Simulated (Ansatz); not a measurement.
Stepwise reaction of `C[O][W]([OH])([OH])([OH])([Cl])[O]C` with hydrogen chloride, as a gas-phase model of exchange steps in deposition or etching. ΔE in kJ/mol.

Isolated molecules relaxed with PBE0-D4/def2-TZVP in Ansatz; ΔE leaves out vibrations. CCSD(T)/CBS is the MP2 limit (def2-TZVPP, def2-QZVPP) plus CCSD(T) − MP2 in def2-TZVPP, frozen cores. This one scheme is used for every species. Functionals use def2-TZVPP. B3LYP here is the variant with VWN-RPA as its local correlation; programs differ in this. def2 core potentials past Kr. For W outer-core shells are correlated without core-valence functions, which leaves a few kJ/mol of doubt a bond. One conformer a species, not always the lowest.

```json
{"step": "2", "reaction": "`C[O][W]([OH])([OH])([Cl])([Cl])[O]C` + HCl → `C[O][W]([OH])([Cl])([Cl])([Cl])[O]C` + H₂O", "PBE-D4": "-12.0", "B3LYP-D4": "-8.0", "ωB97M-V": "0.9", "CCSD(T)/CBS": "-7.7"}
{"step": "3", "reaction": "`C[O][W]([OH])([Cl])([Cl])([Cl])[O]C` + HCl → `C[O][W]([Cl])([Cl])([Cl])([Cl])[O]C` + H₂O", "PBE-D4": "-15.5", "B3LYP-D4": "-10.4", "ωB97M-V": "-1.2", "CCSD(T)/CBS": "-11.3"}
```

(1) Give the row of step 1, `C[O][W]([OH])([OH])([OH])([Cl])[O]C` + HCl → `C[O][W]([OH])([OH])([Cl])([Cl])[O]C` + H₂O. (An estimate is asked.)

(2) By hand: ΔE of the 3 steps together at CCSD(T)/CBS.

Results:

(1) The calculation gave: 
```csv
step,reaction,PBE-D4,B3LYP-D4,ωB97M-V,CCSD(T)/CBS
1,`C[O][W]([OH])([OH])([OH])([Cl])[O]C` + HCl → `C[O][W]([OH])([OH])([Cl])([Cl])[O]C` + H₂O,-30.4,-26.5,-25.1,-34.4
```

(2) (-34.4) + (-7.7) + (-11.3) = -53.4 kJ/mol, or -17.8 kJ/mol a step.

In ΔE step 1 is the lowest and step 2 the highest. All are downhill at CCSD(T)/CBS. PBE-D4 differs from CCSD(T)/CBS by -4.3 to 4.0 kJ/mol a step. Only this route is followed, and other bonds may react first. Isolated molecules leave out the surface, adducts and barriers. Largest T1 diagnostic: 0.022.
